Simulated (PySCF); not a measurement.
# Se: ionisation energy

Se [Ar] 3d10 4s2 4p4 (3P) → Se⁺ [Ar] 3d10 4s2 4p3 (4S), as a difference of total energies. Calculation: PySCF 2.14, in x2c-QZVPPall; the spin-free X2C one-electron Hamiltonian (Gaussian nucleus). Correlated levels: valence: [Ar] 3d10 frozen. The calculations carry no spin-orbit coupling.

```csv
method,ionisation energy (eV)
UHF,8.541
MP2 (valence),9.326
SCS-MP2 (valence),9.411
CCSD (valence),9.445
CCSD(T) (valence),9.483
```

**Question.** How much does correlation contribute at CCSD(T) (valence)?

**Answer.** 9.483 − (8.541) = 0.942 eV, measured against UHF.

Errors of the correlated levels include the incompleteness of this basis and the frozen core.

For comparison: 9.635 eV (measured; NIST levels, between the centres of gravity of the two terms).
